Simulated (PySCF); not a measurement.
Species: Zr(NCS)2(OMe)2, C₄H₆N₂O₂S₂Zr (singlet state).
Bonds: Zr1–N2, Zr1–N5, Zr1–O8, Zr1–O13, N2–C3, C3–S4, N5–C6, C6–S7, O8–C9, O13–C14. Hydrogens: H10, H11, H12 on C9; H15, H16, H17 on C14.

Computed with PBE0-D3(BJ)/def2-SVP geometry optimisation, gas phase, def2 core potentials past Kr (PySCF).

(1) List the bond lengths and angles at this level.

Answers

(1) 
| bond | length (Å) |
| --- | --- |
| Zr1–N2, Zr1–N5 | 2.074 |
| Zr1–O8, Zr1–O13 | 1.900 |
| N2–C3, N5–C6 | 1.202 |
| C3–S4, C6–S7 | 1.576 |
| O8–C9, O13–C14 | 1.389 |
| C9–H10 and 5 like bonds | 1.103 |

Bonds in one row agree within 0.01 Å and their mean is given. A selection of angles:
| angle | degrees |
| --- | --- |
| N2–Zr1–N5 | 110.5 |
| N2–Zr1–O8 | 109.1 |
| O8–Zr1–O13 | 110.6 |
| Zr1–N2–C3 | 177.0 |
| N2–C3–S4 | 179.9 |
| Zr1–O8–C9 | 174.7 |
| Zr1–O13–C14 | 174.5 |

O8 (oxygen bonded to C and Zr) is almost linear (angle 174.7°). Zr1 (zirconium bonded to 2 N and 2 O) is tetrahedral (angles from 108.7° to 110.6°).

Point group: near C2, missed by 0.22 Å at most; the miss may be what the optimiser left on a soft mode. Not checked by PBE0-D3(BJ)/def2-SVP frequencies.

On one thread, AMD EPYC (x86_64) (shared host), this took 34 min wall and 1.2 GiB of memory at its peak. That covers the optimisation of the geometry.
